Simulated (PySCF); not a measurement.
Electron correlation in Os⁶⁵⁺ (osmium, charge +65)

[Ne] 3s1, 2S determinant. Computed with PySCF 2.14 in an uncontracted even-tempered set (16 s from 19 bohr⁻², ratio 2.5; 10 p from 25 bohr⁻², ratio 2.5; 4 d from 89 bohr⁻², ratio 2.7; 4 f from 130 bohr⁻², ratio 2.7), with no relativity, point nucleus. Frozen: 1s2; 9 electrons correlated; the 17 highest virtual orbitals of each spin left out.

| level | correlation energy (mhartree) |
| --- | --- |
| CCSD | -321.15 |
| (T) | -0.04 |
| CCSD(T) | -321.19 |

Diagnostics: T1 = 3.4e-05, D1 = 0.0001, largest double amplitude 0.002.

A non-relativistic calculation at this Z misses sizeable relativistic shifts.

Cost of the coupled-cluster step: roughly 9 core-seconds, for 9 correlated electrons.

Iterations:

```
CC2 = 0
CCSD nocc = (np.int64(5), np.int64(4)), nmo = (76, 76)
frozen orbitals [[0, 77, 78, 79, 80, 81, 82, 83, 84, 85, 86, 87, 88, 89, 90, 91, 92, 93], [0, 77, 78, 79, 80, 81, 82, 83, 84, 85, 86, 87, 88, 89, 90, 91, 92, 93]]
max_cycle = 100
direct = 0
conv_tol = 1e-08
conv_tol_normt = 1e-06
diis_space = 8
diis_start_cycle = 0
Init t2, MP2 energy = -0.320122610817041
Init E_corr(UCCSD) = -0.320122610817041
cycle = 1  E_corr(UCCSD) = -0.321131380645111  dE = -0.00100876983  norm(t1,t2) = 0.000197901
cycle = 2  E_corr(UCCSD) = -0.3211543822371  dE = -2.3001592e-05  norm(t1,t2) = 5.78558e-06
cycle = 3  E_corr(UCCSD) = -0.321154811548745  dE = -4.29311645e-07  norm(t1,t2) = 2.11442e-07
cycle = 4  E_corr(UCCSD) = -0.32115481013277  dE = 1.41597417e-09  norm(t1,t2) = 9.15388e-10
UCCSD converged
E(UCCSD) = -11158.79978064721  E_corr = -0.3211548101327704
UCCSD(T) correction = -4.41760957101647e-05
```

At this charge a non-relativistic calculation is a model, useful for the Z dependence of the correlation energy.
